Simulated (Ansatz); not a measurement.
These are frozen-core CCSD(T)/def2-TZVPP // PBE-D3(BJ)/def2-SVP (Ansatz, a first-principles code) values and carry that method's errors.

Ansatz 0.2 input:
```yaml
crystal:
  periodic: [false, false, false]
  atoms:
    - { symbol: W, position_ang: [-0.018623, 0.042237, 0.011233] }
    - { symbol: O, position_ang: [1.011531, -0.927709, 0.980299] }
    - { symbol: O, position_ang: [-0.235708, -0.831819, -1.448221] }
    - { symbol: F, position_ang: [-1.676498, 0.192657, 0.868623] }
    - { symbol: F, position_ang: [0.865932, 1.64567, -0.379746] }
basis:
  gaussian: { orbitals: def2-TZVPP }
correlation:
  method: ccsd_t
```

Output:

```
Functional definition: HF
1215 factors; integrals over basis functions are off by at most 7.4e-4 eV
mean field evaluation 1: about -11287.2713 eV, gradient 8.8e1 eV
mean field evaluation 2: about -11287.5010 eV, gradient 8.9e1 eV
mean field evaluation 4: about -11301.2436 eV, gradient 1.1e1 eV
mean field evaluation 8: about -11301.4867 eV, gradient 1.2e0 eV
mean field evaluation 16: about -11301.4901 eV, gradient 5.6e-6 eV
mean field evaluation 32: about -11288.6240 eV, gradient 1.0e0 eV
mean field -11301.49014034 eV, -415.3221022323 hartree, gradient 5.4e-6 eV, S^2 0.000000; 0 other end points of the search recorded, 0 dependent functions left out
4 core orbitals not correlated
reference -11301.49014034 eV, -415.3221022323 hartree; 20, 20 occupied and 156, 156 virtual orbitals, 1215 factors
second order -40.79101642 eV of doubles, -0.00000000 eV of singles
cycle   1  -36.18885198 eV  change     4.6e0 eV  update   3.2e-1
cycle   2  -38.25698947 eV  change    -2.1e0 eV  update   2.3e-1
cycle   3  -38.60725813 eV  change   -3.5e-1 eV  update   4.4e-2
cycle   4  -38.63114525 eV  change   -2.4e-2 eV  update   2.0e-2
cycle   5  -38.60023913 eV  change    3.1e-2 eV  update   5.0e-3
cycle   6  -38.60037839 eV  change   -1.4e-4 eV  update   1.7e-3
cycle   7  -38.60088831 eV  change   -5.1e-4 eV  update   8.2e-4
cycle   8  -38.60005148 eV  change    8.4e-4 eV  update   3.1e-4
cycle   9  -38.60016510 eV  change   -1.1e-4 eV  update   1.2e-4
cycle  10  -38.60033949 eV  change   -1.7e-4 eV  update   4.6e-5
cycle  11  -38.60027243 eV  change    6.7e-5 eV  update   2.6e-5
cycle  12  -38.60023641 eV  change    3.6e-5 eV  update   1.2e-5
perturbative correction -2.07489115 eV, -0.0762508434 hartree
Total energy: -11342.16526790 eV, -416.8168855997 hartree
```

Cost: around 40 core-seconds (rough).
